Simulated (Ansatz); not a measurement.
`[F][Sn]([F])([F])[SiH3]` + CH₃OH → `C[O][Sn]([F])([F])[F]` + SiH₄ at 298.15 K and 1 bar (cleavage of the Sn–Si bond).

Isolated molecules relaxed with PBE0-D4/def2-TZVP in Ansatz; ΔE leaves out vibrations. CBS: MP2 limit from def2 TZ/QZ plus the TZ coupled-cluster correction, frozen cores. This one scheme is used for every species. Elements past krypton have def2 core potentials. For Sn outer-core shells are correlated without core-valence functions, which leaves a few kJ/mol of doubt a bond. Each species was taken in one conformer, which may not be the lowest.

| species | CCSD(T)/CBS energy (Eh) | H − E (kJ/mol) | S (J/(mol·K)) |
| --- | --- | --- | --- |
| `[F][Sn]([F])([F])[SiH3]` | -804.39187 | 105.2 | 383.3 |
| CH₃OH | -115.61712 | 146.3 | 238.2 |
| `C[O][Sn]([F])([F])[F]` | -628.53137 | 150.6 | 403.6 |
| SiH₄ | -291.46306 | 92.1 | 204.8 |

H − E and S are ideal-gas, rigid-rotor, harmonic terms from PBE0-D4/def2-TZVP, for one conformer and one mirror image of each species. 1 Eh = 2625.50 kJ/mol, R = 8.31446 J/(mol·K).

Q: By hand: ΔE, ΔH, ΔS and ΔG.

A: ΔE = (-628.53137) + (-291.46306) − (-804.39187) − (-115.61712) = 0.01456 Eh = 38.2 kJ/mol. Δ(H − E) = 150.6 + 92.1 − 105.2 − 146.3 = -8.8, so ΔH = 29.4 kJ/mol. ΔS = 403.6 + 204.8 − 383.3 − 238.2 = -13.1 J/(mol·K). ΔG = 29.4 − 298.15 × (-13.1)/1000 = 33.3 kJ/mol.

Q: By hand: the equilibrium constant, and the temperature at which ΔG would vanish if ΔH and ΔS stayed fixed.

A: log₁₀ K = −ΔG/(RT ln 10) = -5.8. ΔH and −TΔS have one sign here, so there is no such temperature.

The number of gas molecules stays the same, so ΔS is small and ΔH decides. A doubt of 5 kJ/mol in ΔE shifts log₁₀ K by 0.9 here. Other conformers and mirror images would add mixing entropy, several J/(mol·K) or more a flexible species. Modes under 60 cm⁻¹, often nearly free rotors, make the harmonic entropy too high. These are equilibria of isolated gas molecules and say nothing of rates. Largest T1 diagnostic: 0.015 (customary marks: 0.02 for closed shells, 0.045 for open ones).
